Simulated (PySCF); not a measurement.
C4H10GaN (SMILES C=[CH][GaH][N](C)C), singlet, at a GFN2-xTB geometry (such geometries of metal compounds can be far from the true shape), with bond 14-10 at 1.8 times its length; CASSCF(4,4)/STO-3G run with PySCF.

Here is a job for PySCF.
```python
from pyscf import gto, scf, mcscf, mp
import numpy

mol = gto.Mole()
mol.atom = '''
    Ga   -0.056906   -0.542894    0.033097
    H    -0.140700   -1.819996    0.939625
    C    -0.190405   -0.660830   -1.964561
    C    -0.353440   -1.867025   -2.496803
    H    -0.135533    0.208693   -2.617845
    H    -0.436948   -2.043669   -3.561669
    H    -0.411122   -2.749211   -1.867287
    N     0.169281    1.014876    0.979175
    C     0.276723    2.333741    0.389035
    C     0.258284    1.029330    2.426239
    H    -0.524869    2.996396    0.741193
    H     1.237489    2.805176    0.634707
    H     0.201343    2.244534   -0.698330
    H     1.987059    1.768785    3.033655
    H    -0.545016    1.631507    2.870261
    H     0.168776    0.000722    2.791973
'''
mol.basis = 'sto-3g'
mol.charge = 0
mol.spin = 0
mol.verbose = 4
mol.build()

mf = scf.RHF(mol)
mf.kernel()
mc = mcscf.CASSCF(mf, 4, 4)
mc.fix_spin_(ss=0.0)
noons, natorbs = mcscf.addons.make_natural_orbitals(mp.MP2(mf).run())
mc.kernel(natorbs)
occ = numpy.linalg.eigvalsh(mc.fcisolver.make_rdm1(mc.ci, mc.ncas, mc.nelecas))[::-1]
ss = mc.fcisolver.spin_square(mc.ci, mc.ncas, mc.nelecas)[0]
print('natural occupations', occ.round(4), ' <S^2>', round(ss, 4))
```

Question: What does PySCF print? Leave out banner, timings and long lists.

Answer: 
```
PySCF version 2.14.0

[INPUT] verbose = 4
[INPUT] num. atoms = 16
[INPUT] num. electrons = 72
[INPUT] charge = 0
[INPUT] spin (= nelec alpha-beta = 2S) = 0
[INPUT] symmetry False subgroup None
[INPUT] Mole.unit = angstrom
[INPUT] Symbol           X                Y                Z      unit          X                Y                Z       unit  Magmom
[INPUT]  1 Ga    -0.056906000000  -0.542894000000   0.033097000000 AA   -0.107536754844  -1.025920974670   0.062544265545 Bohr   0.0
[INPUT]  2 H     -0.140700000000  -1.819996000000   0.939625000000 AA   -0.265884465726  -3.439293987804   1.775633909794 Bohr   0.0
[INPUT]  3 C     -0.190405000000  -0.660830000000  -1.964561000000 AA   -0.359813302748  -1.248787714896  -3.712482245002 Bohr   0.0
[INPUT]  4 C     -0.353440000000  -1.867025000000  -2.496803000000 AA   -0.667904801466  -3.528165917716  -4.718273856992 Bohr   0.0
[INPUT]  5 H     -0.135533000000   0.208693000000  -2.617845000000 AA   -0.256120250841   0.394372614114  -4.947010086562 Bohr   0.0
[INPUT]  6 H     -0.436948000000  -2.043669000000  -3.561669000000 AA   -0.825712050676  -3.861974699264  -6.730578956354 Bohr   0.0
[INPUT]  7 H     -0.411122000000  -2.749211000000  -1.867287000000 AA   -0.776907983783  -5.195255848642  -3.528661025961 Bohr   0.0
[INPUT]  8 N      0.169281000000   1.014876000000   0.979175000000 AA    0.319894728092   1.917837690394   1.850372578021 Bohr   0.0
[INPUT]  9 C      0.276723000000   2.333741000000   0.389035000000 AA    0.522930682368   4.410131335669   0.735169602870 Bohr   0.0
[INPUT] 10 C      0.258284000000   1.029330000000   2.426239000000 AA    0.488086022357   1.945151791799   4.584927222739 Bohr   0.0
[INPUT] 11 H     -0.524869000000   2.996396000000   0.741193000000 AA   -0.991858661274   5.662367800742   1.400651775445 Bohr   0.0
[INPUT] 12 H      1.237489000000   2.805176000000   0.634707000000 AA    2.338515292162   5.301014371203   1.199422399344 Bohr   0.0
[INPUT] 13 H      0.201343000000   2.244534000000  -0.698330000000 AA    0.380483127098   4.241554537275  -1.319652444568 Bohr   0.0
[INPUT] 14 H      1.987059000000   1.768785000000   3.033655000000 AA    3.754997303352   3.342519223239   5.732777106417 Bohr   0.0
[INPUT] 15 H     -0.545016000000   1.631507000000   2.870261000000 AA   -1.029930973506   3.083101400311   5.424007196020 Bohr   0.0
[INPUT] 16 H      0.168776000000   0.000722000000   2.791973000000 AA    0.318940416400   0.001364382262   5.276064317180 Bohr   0.0

nuclear repulsion = 420.171849450212
number of shells = 33
number of NR pGTOs = 159
number of NR cGTOs = 53
basis = sto-3g
ecp = {}

******** <class 'pyscf.scf.hf.RHF'> ********
method = RHF
initial guess = minao
damping factor = 0
level_shift factor = 0
DIIS = <class 'pyscf.scf.diis.CDIIS'>
diis_start_cycle = 1
diis_space = 8
diis_damp = 0
SCF conv_tol = 1e-09
SCF conv_tol_grad = None
SCF max_cycles = 50
direct_scf = True
direct_scf_tol = 1e-13
Set gradient conv threshold to 3.16228e-05
Initial guess from minao.
init E= -2107.98739439895
  HOMO = -0.310188291258387  LUMO = -0.174365181995096  gap/eV = 3.69594
cycle= 1 E= -2109.62796944512  delta_E= -1.64  |g|= 0.616  |ddm|= 4.76
  HOMO = 0.0597295207776428  LUMO = 0.202546925143645  gap/eV = 3.88626
cycle= 2 E= -2109.80897756909  delta_E= -0.181  |g|= 0.222  |ddm|= 1.49
  HOMO = -0.212748458562015  LUMO = 0.185191876771846  gap/eV = 10.82851
cycle= 3 E= -2109.82612938124  delta_E= -0.0172  |g|= 0.0609  |ddm|= 0.357
  HOMO = -0.217302232232352  LUMO = 0.180304288447761  gap/eV = 10.81942
cycle= 4 E= -2109.82813494746  delta_E= -0.00201  |g|= 0.0209  |ddm|= 0.124
  HOMO = -0.222041433090743  LUMO = 0.180905709827197  gap/eV = 10.96475
cycle= 5 E= -2109.82843434577  delta_E= -0.000299  |g|= 0.00639  |ddm|= 0.053
  HOMO = -0.222637709348668  LUMO = 0.181226491489893  gap/eV = 10.98970
cycle= 6 E= -2109.82848248093  delta_E= -4.81e-05  |g|= 0.00267  |ddm|= 0.0232
  HOMO = -0.222935016023743  LUMO = 0.181042633903692  gap/eV = 10.99279
cycle= 7 E= -2109.82849263048  delta_E= -1.01e-05  |g|= 0.00116  |ddm|= 0.0126
  HOMO = -0.222974214660648  LUMO = 0.181096460241943  gap/eV = 10.99532
cycle= 8 E= -2109.82849470942  delta_E= -2.08e-06  |g|= 0.000728  |ddm|= 0.00438
  HOMO = -0.223034587390817  LUMO = 0.181115932724871  gap/eV = 10.99750
cycle= 9 E= -2109.82849626218  delta_E= -1.55e-06  |g|= 0.000392  |ddm|= 0.0051
  HOMO = -0.223001737982326  LUMO = 0.181129220689633  gap/eV = 10.99696
cycle= 10 E= -2109.8284968238  delta_E= -5.62e-07  |g|= 0.000222  |ddm|= 0.00339
  HOMO = -0.223025490820283  LUMO = 0.181139964376798  gap/eV = 10.99790
cycle= 11 E= -2109.82849696366  delta_E= -1.4e-07  |g|= 0.000134  |ddm|= 0.00159
  HOMO = -0.223030882419679  LUMO = 0.181143763713485  gap/eV = 10.99815
cycle= 12 E= -2109.82849701528  delta_E= -5.16e-08  |g|= 5.42e-05  |ddm|= 0.00118
  HOMO = -0.223037111076331  LUMO = 0.181144113609564  gap/eV = 10.99833
cycle= 13 E= -2109.82849702471  delta_E= -9.43e-09  |g|= 1.95e-05  |ddm|= 0.000575
  HOMO = -0.22303795122124  LUMO = 0.18114458977231  gap/eV = 10.99837
cycle= 14 E= -2109.82849702571  delta_E= -1.01e-09  |g|= 1.41e-05  |ddm|= 0.000117
  HOMO = -0.223037740791221  LUMO = 0.181144710163391  gap/eV = 10.99836
cycle= 15 E= -2109.8284970265  delta_E= -7.85e-10  |g|= 9.36e-06  |ddm|= 0.000113
  HOMO = -0.223038014475939  LUMO = 0.181144559336685  gap/eV = 10.99837
Extra cycle  E= -2109.82849702667  delta_E= -1.69e-10  |g|= 7.87e-06  |ddm|= 3.13e-05
converged SCF energy = -2109.82849702667

******** <class 'pyscf.mp.mp2.RMP2'> ********
nocc = 36, nmo = 53
E(RMP2) = -2110.2103951343  E_corr = -0.381898107631884
E(SCS-RMP2) = -2110.23665888707  E_corr = -0.408161860399974
E_corr(same-spin) = -0.057826002413408
E_corr(oppo-spin) = -0.324072105218476

******** <class 'pyscf.mcscf.mc1step.CASSCF'> ********
CAS (2e+2e, 4o), ncore = 34, nvir = 15
max_cycle_macro = 50
max_cycle_micro = 4
conv_tol = 1e-07
conv_tol_grad = None
orbital rotation max_stepsize = 0.02
orbital rotation threshold for CI restart = 0.01
augmented hessian ah_max_cycle = 30
augmented hessian ah_conv_tol = 1e-12
augmented hessian ah_linear dependence = 1e-14
augmented hessian ah_level shift = 1e-08
augmented hessian ah_start_tol = 2.5
augmented hessian ah_start_cycle = 3
augmented hessian ah_grad_trust_region = 3
kf_trust_region = 3
kf_interval = 4
ci_response_space = 4
ci_grad_trust_region = 3
with_dep4 0
natorb = False
canonicalization = True
sorting_mo_energy = False
ao2mo_level = 2
internal_rotation = False
******** <class 'pyscf.fci.addons.SpinPenaltyFCISolver'> ********
max. cycles = 50
conv_tol = 1e-08
davidson only = True
linear dependence = 1e-12
level shift = 0.001
max iter space = 12
nroots = 1
pspace_size = 400
spin = None
CASCI E = -2109.94906716333  S^2 = 0.0000000
Set conv_tol_grad to 0.000316228
macro iter   1 ( 17 JK    4 micro), CASSCF E = -2109.95407885834  dE = -5.01169501e-03  S^2 = 0.0000000
               |grad[o]|=0.0449  |grad[c]|=0.00583  |ddm|=0.0212  |maxRot[o]|=0.104
macro iter   2 ( 10 JK    3 micro), CASSCF E = -2109.95409527007  dE = -1.64117287e-05  S^2 = 0.0000000
               |grad[o]|=0.00165  |grad[c]|=5.36e-05  |ddm|=0.000486  |maxRot[o]|=0.00838
macro iter   3 (  3 JK    1 micro), CASSCF E = -2109.95409528121  dE = -1.11413101e-08  S^2 = 0.0000000
               |grad[o]|=5.08e-05  |grad[c]|=1.34e-05  |ddm|=1.61e-05  |maxRot[o]|=0.000214
1-step CASSCF converged in   3 macro ( 30 JK   8 micro) steps
CASSCF canonicalization
Density matrix diagonal elements [1.88431947 1.71598775 0.28373836 0.11595442]
CASSCF energy = -2109.95409528121
CASCI E = -2109.95409528121  E(CI) = -2.70623186796820  S^2 = 0.0000000
natural occupations [1.8844 1.717  0.283  0.1156]  <S^2> 0.0
```
